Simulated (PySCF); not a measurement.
Level of theory: PBE-D3(BJ)/def2-TZVP // PBE0-D3(BJ)/def2-TZVP (PySCF). All species are isolated molecules in the gas phase. One relaxed conformer stands for a flexible species; it need not be the lowest. Excitations are Tamm–Dancoff values on a coarser integration grid. The basis has no diffuse functions, so Rydberg states are missing or too high.

Reference species (SMILES): `C([SiH3])/C=C\O` (H–O–C–C torsion 4°, C–C–C–Si torsion -89°) (neutral, multiplicity 1).

```
Property            Value
---------------  --------
S1–T1 gap (TDA)   0.55 eV
HOMO             -5.25 eV
```

Changed species: `C/C([SiH3])=C/O` (C–C–O–H torsion 180°).

Problem. What does the change do to the S1–T1 gap (TDA) and HOMO?

Solution. the S1–T1 gap (TDA) rises by 0.74 eV, to 1.29 eV; the HOMO drops by 0.13 eV, to -5.38 eV.
